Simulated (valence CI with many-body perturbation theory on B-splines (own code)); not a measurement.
**Sn XII: one-electron terms**

Computed by configuration interaction combined with many-body perturbation theory (CI+MBPT): three valence electrons over a frozen Dirac-Fock core [Kr], radial functions for each j: 9 s, 9 p, 10 d, 8 f, 5 g, 3 h, 1 i, with the one-electron correlation potential Σ1 (screened to all orders), the two-electron term Σ2, the three-electron term Σ3, Breit, model QED; selected single and double excitations, second order for the rest, scaled by the run's own slope (own B-spline code, finite nucleus).

No measured levels were compared; by estimate terms of the open shell hold to 2 to 4 % of their energy, and close levels can change places. Core correlation moves these levels by up to 3000 cm⁻¹, and in measured spectra 5 to 20 % of such shifts remained as error; rates that hang on mixing are uncertain with them. The list stops below the first excitations out of the core. Only levels of the ground parity were solved; by the run's estimate the other parity begins above the list, which can be wrong where configurations are misplaced.

These are the spectroscopic orbitals of the CI (the correlating ones are not listed), shaped by the core and the other valence electrons. h is the expectation value of the core's Dirac-Fock operator, without the valence repulsion; Σ1 is computed up to l = 3 at one energy for each symmetry, that of its lowest orbital but kept below the first core excitation, so for empty shells it is not the orbital's own correlation shift; Breit and QED include the response of the core.

| Orbital | h (hartree) | Σ1 (cm⁻¹) | Breit (cm⁻¹) | QED (cm⁻¹) | ⟨r⟩ (bohr) |
| --- | --- | --- | --- | --- | --- |
| 5s1/2 | -7.3238 | -9660 | 409 | 363 | 1.556 |
| 6s1/2 | -4.4546 | -3293 | 196 | 171 | 2.563 |
| 7s1/2 | -3.0061 | -1592 | 107 | 94.3 | 3.821 |
| 5p1/2 | -6.6941 | -8119 | 631 | -28.3 | 1.648 |
| 6p1/2 | -4.1454 | -3036 | 313 | -13.7 | 2.699 |
| 7p1/2 | -2.831 | -1529 | 176 | -7.7 | 4.004 |
| 5p3/2 | -6.5802 | -7602 | 370 | 7.0 | 1.679 |
| 6p3/2 | -4.0903 | -2895 | 186 | 3.6 | 2.737 |
| 7p3/2 | -2.8 | -1469 | 110 | 2.1 | 4.050 |
| 4d3/2 | -10.345 | -17372 | 475 | -142 | 0.8963 |
| 5d3/2 | -5.5444 | -5554 | 177 | -34.5 | 1.865 |
| 6d3/2 | -3.5721 | -2508 | 92.2 | -17.1 | 3.024 |
| 4d5/2 | -10.284 | -17070 | 79.1 | -105 | 0.9030 |
| 5d5/2 | -5.5224 | -5517 | 63.2 | -23.4 | 1.873 |
| 6d5/2 | -3.561 | -2497 | 34.8 | -11.5 | 3.034 |
| 4f5/2 | -7.2527 | -26826 | -212 | -67.2 | 1.063 |
| 5f5/2 | -4.425 | -6442 | -53.3 | -23.3 | 2.162 |
| 4f7/2 | -7.2479 | -25885 | -320 | -61.8 | 1.065 |
| 5f7/2 | -4.4222 | -6319 | -98.2 | -20.8 | 2.164 |
| 5g7/2 | -3.901 |  | -13.2 | -2.6 | 2.221 |
| 5g9/2 | -3.9009 |  | -15.9 | -2.1 | 2.221 |

Among the shells of the start configuration 4d3, Σ1 is largest in size for 4d3/2, where it is 0.77 % of h.

Lowest root of each symmetry, sizes in configuration state functions:

| J | Parity | Roots | Reference | Variational | Second order | Change by selected CI (cm⁻¹) | Change by second order (cm⁻¹) |
| --- | --- | --- | --- | --- | --- | --- | --- |
| 1/2 | even | 3 | 37 | 5229 | 18985 | -2534 | -2 |
| 3/2 | even | 6 | 66 | 9405 | 43165 | -1785 | -1 |
| 5/2 | even | 6 | 78 | 11242 | 57407 | -1659 | -1 |
| 7/2 | even | 4 | 70 | 10305 | 46289 | -1684 | -2 |
| 9/2 | even | 4 | 58 | 9222 | 48461 | -1870 | -2 |
| 11/2 | even | 1 | 37 | 5651 | 26102 | -3248 | -6 |
